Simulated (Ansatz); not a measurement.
Molecular dynamics of LiNb$_{16}$

Input:

```yaml
accuracy: low
crystal:
  lattice:
    - [6.6, 0.0, 0.0]
    - [0.0, 6.6, 0.0]
    - [0.0, 0.0, 6.6]
  atoms:
    - { symbol: Nb, position: [0.00331429, -0.00901634, -0.00019333] }
    - { symbol: Nb, position: [0.49577514, -0.00903754, -0.00020284] }
    - { symbol: Nb, position: [-0.03755694, 0.47342511, -8.748e-05] }
    - { symbol: Nb, position: [-0.00482839, 0.01251515, 0.49975675] }
    - { symbol: Nb, position: [0.24956508, 0.2593714, 0.24602874] }
    - { symbol: Nb, position: [0.53614286, 0.47413917, -9.945e-05] }
    - { symbol: Nb, position: [0.50421873, 0.01261665, 0.49974636] }
    - { symbol: Nb, position: [0.74946871, 0.23774761, 0.25439268] }
    - { symbol: Nb, position: [-0.00196616, 0.50547525, 0.49986513] }
    - { symbol: Nb, position: [0.24977549, 0.77642331, 0.2864496] }
    - { symbol: Nb, position: [0.24957394, 0.25936081, 0.75354427] }
    - { symbol: Nb, position: [0.50130918, 0.5055771, 0.49985469] }
    - { symbol: Nb, position: [0.74968787, 0.74480395, 0.25150184] }
    - { symbol: Nb, position: [0.74947864, 0.23779697, 0.74534094] }
    - { symbol: Nb, position: [0.24978633, 0.77677409, 0.71286905] }
    - { symbol: Nb, position: [0.74969821, 0.74485571, 0.74819767] }
    - { symbol: Li, position: [0.24876891, 0.62506579, -0.00059992] }
basis:
  ecutwfc: 420.0
kpoints:
  mp_grid: { grid: [3, 3, 3] }
hamiltonian:
  xc: pbe
scf:
  occupations: { method: fermi_dirac, width: 0.15 }
  lower_state_search: "off"
md:
  timestep: 1
  n_steps: 160
  ensemble: nvt_langevin
  temperature: 900.0
  initial_velocities: maxwell_boltzmann
  seed: 632879
  friction: 0.02
```

Run as:

```bash
$ ansatz run input.yaml --threads 4 --pin off --max-ram 10240MiB --backend cpu --events-out ev --progress --plain --runs-dir out
```

It starts from a relaxed structure.

Output, in part (step lines):

```
md step     0: t =     0.00 fs  T =   847.1 K  F+E_penalty+E_count = -73037.59849282 eV  E_kin = 1.861344 eV  (7 SCF iters)
md step     1: t =     1.00 fs  T =   877.6 K  F+E_penalty+E_count = -73037.59310010 eV  E_kin = 1.928364 eV  (6 SCF iters)
md step     2: t =     2.00 fs  T =   832.9 K  F+E_penalty+E_count = -73037.57622996 eV  E_kin = 1.830216 eV  (6 SCF iters)
md step     3: t =     3.00 fs  T =   869.8 K  F+E_penalty+E_count = -73037.54731719 eV  E_kin = 1.911406 eV  (6 SCF iters)
md step     4: t =     4.00 fs  T =   846.8 K  F+E_penalty+E_count = -73037.50799774 eV  E_kin = 1.860702 eV  (6 SCF iters)
md step     5: t =     5.00 fs  T =   725.1 K  F+E_penalty+E_count = -73037.46403311 eV  E_kin = 1.593247 eV  (4 SCF iters)
md step     6: t =     6.00 fs  T =   722.7 K  F+E_penalty+E_count = -73037.41873682 eV  E_kin = 1.588124 eV  (5 SCF iters)
md step     7: t =     7.00 fs  T =   704.3 K  F+E_penalty+E_count = -73037.37072185 eV  E_kin = 1.547640 eV  (4 SCF iters)
[... lines left out ...]
md step   159: t =   159.00 fs  T =   690.3 K  F+E_penalty+E_count = -73036.09033849 eV  E_kin = 1.516780 eV  (5 SCF iters)
md step   160: t =   160.00 fs  T =   709.1 K  F+E_penalty+E_count = -73036.10888466 eV  E_kin = 1.558168 eV  (6 SCF iters)
```

The steps, from the saved trajectory:

```
time (fs)  T (K)  potential energy less start (eV)
      0.0    847                             0.000
      5.0    725                             0.134
     10.0    671                             0.357
     15.0    488                             0.504
     20.0    495                             0.562
     25.0    592                             0.625
     30.0    578                             0.745
     35.0    471                             0.915
     40.0    432                             1.143
     45.0    484                             1.390
     50.0    583                             1.587
     55.0    640                             1.635
     60.0    682                             1.636
     65.0    823                             1.640
     70.0    812                             1.615
     75.0    959                             1.537
     80.0    849                             1.526
     85.0    599                             1.539
     90.0    817                             1.476
     95.0    878                             1.378
    100.0    993                             1.279
    105.0    978                             1.261
    110.0   1160                             1.323
    115.0    893                             1.382
    120.0    780                             1.416
    125.0    761                             1.452
    130.0    637                             1.503
    135.0    510                             1.646
    140.0    584                             1.791
    145.0    576                             1.829
    150.0    529                             1.758
    155.0    632                             1.593
    160.0    709                             1.490
```

All steps were run. The mean temperature of the second half is 16 % below the set value. A run of 0.16 ps of so small a system gives no equilibrium averages. Limits of this set-up: coarse k mesh, low accuracy level.

Mean squared displacements from the first frame to the last, about the centre of mass: Nb 0.04 Å², Li 0.24 Å².

Last frame:

```xyz
17
Lattice="6.6000 0.0000 0.0000 0.0000 6.6000 0.0000 0.0000 0.0000 6.6000" Properties=species:S:1:pos:R:3
Nb 0.211 -0.032 0.046
Nb 3.278 -0.120 -0.158
Nb -0.052 3.343 -0.123
Nb -0.062 -0.015 3.269
Nb 1.936 1.662 1.591
Nb 3.769 2.900 0.010
Nb 3.397 0.037 3.256
Nb 5.142 1.379 1.600
Nb -0.066 3.242 3.164
Nb 1.527 5.123 1.819
Nb 1.675 1.768 4.840
Nb 3.310 3.329 3.302
Nb 4.769 4.939 1.676
Nb 5.285 1.585 4.969
Nb 1.623 4.885 4.701
Nb 4.896 4.836 4.952
Li 2.196 4.094 0.031
```

Time of the run: 21 min on 4 threads of Intel(R) Xeon(R) Platinum 8488C (Sapphire Rapids), with other jobs on the host, peak memory 1.5 GiB.
